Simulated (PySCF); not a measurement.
# TPSS on Ne⁺ (neon, charge +1)

Configuration: [He] 2s2 2p5, 2P determinant. Calculation: PySCF 2.14, in aug-cc-pVDZ; the non-relativistic Hamiltonian (point nucleus).

- Total energy: -128.1365 hartree
- One-electron energy: -174.8831 hartree
- Hartree (Coulomb) energy: 58.7320 hartree
- Exchange-correlation energy: -11.9855 hartree
- Kinetic energy: 127.52333 hartree
- ⟨S²⟩: 0.7509
- ⟨L²⟩: 2.004
- Sum of ⟨r⟩: 6.478 bohr
- Sum of ⟨r²⟩: 6.966 bohr²
- Traceless quadrupole moment −½Σ⟨3z² − r²⟩ along its main axis: 0.428 e·bohr²
- Density at the nucleus (Gaussians lack the cusp): 595 bohr⁻³
- Spin density at the nucleus: 0.203 bohr⁻³
- Langevin diamagnetic susceptibility: -5.52 ×10⁻⁶ cm³/mol
- Time after the integrals: 0.25 s of wall time on 1 thread of Intel(R) Xeon(R) 6975P-C (shared host)

| shell | electrons | mean orbital energy (eV) | spread (eV) | rms radius, mean of both spins (bohr) |
| --- | --- | --- | --- | --- |
| 1s α | 1 | -858.28 | 0 | 0.183 |
| 1s β | 1 | -857.22 | 0 | 0.183 |
| 2s α | 1 | -57.617 | 0 | 0.952 |
| 2s β | 1 | -55.056 | 0 | 0.952 |
| 2p α | 3 | -33.506 | 3.127 | 1.01 |
| 2p β | 2 | -31.561 | 0 | 1.01 |
